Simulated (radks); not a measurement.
In1.5+, 47.5 electrons, occupied as [Kr] 4d10 5p(up 0.5, down 0.5) 5s(up 0.5, down 0) (fractional occupations, a model configuration). Calculated with a radial shooting solver on a logarithmic mesh with Libxc functionals: scalar-relativistic Kohn-Sham, PBE, spin-polarised, spherical densities, finite nucleus; Fermi nuclear charge, rms radius 4.6156 fm.

Normalised radial functions P(r) = r R(r), r in bohr:

r	5p down
0.002456	0.0012
0.003276	0.0021
0.004404	0.0035
0.005874	0.0058
0.007835	0.0095
0.01053	0.0156
0.01405	0.0247
0.01874	0.0382
0.02499	0.0568
0.0336	0.0806
0.04482	0.1044
0.05978	0.1197
0.08037	0.1108
0.1072	0.0618
0.143	-0.0294
0.1922	-0.1350
0.2564	-0.1805
0.3419	-0.1041
0.4597	0.0891
0.6131	0.2618
0.8178	0.2603
1.099	0.0285
1.466	-0.3036
1.956	-0.5688
2.63	-0.6483
3.507	-0.5222
4.678	-0.2972
6.289	-0.1074
8.388	-0.0227

5p down: eigenvalue -12.767 eV, 3 radial nodes at r = 0.132, 0.406, 1.13 bohr, <r> = 2.96 bohr, 90 % of the charge inside 4.40 bohr.
